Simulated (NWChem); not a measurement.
Molecule: C2H7FGe; SMILES [CH3][GeH]([F])[CH3]

Q: Give the equilibrium geometry at PBE0/def2-SVP (NWChem) as a list of bonds and angles, with the point group.

A: point group Cs; any orientation.
Bonds (Å): Ge1–C2 1.940, Ge1–C3 1.940, Ge1–F4 1.754, Ge1–H5 1.543, C2–H6 1.101, C2–H7 1.099, C2–H8 1.100, C3–H9 1.099, C3–H10 1.101, C3–H11 1.100. Angles (°): C2–Ge1–C3 113.4, C2–Ge1–F4 106.2, C2–Ge1–H5 112.5, C3–Ge1–F4 106.2, C3–Ge1–H5 112.5, F4–Ge1–H5 105.2, Ge1–C2–H6 110.4, Ge1–C2–H7 110.4, Ge1–C2–H8 110.1, H6–C2–H7 108.6, H6–C2–H8 108.6, H7–C2–H8 108.7, Ge1–C3–H9 110.4, Ge1–C3–H10 110.4, Ge1–C3–H11 110.1, H9–C3–H10 108.6, H9–C3–H11 108.7, H10–C3–H11 108.6.
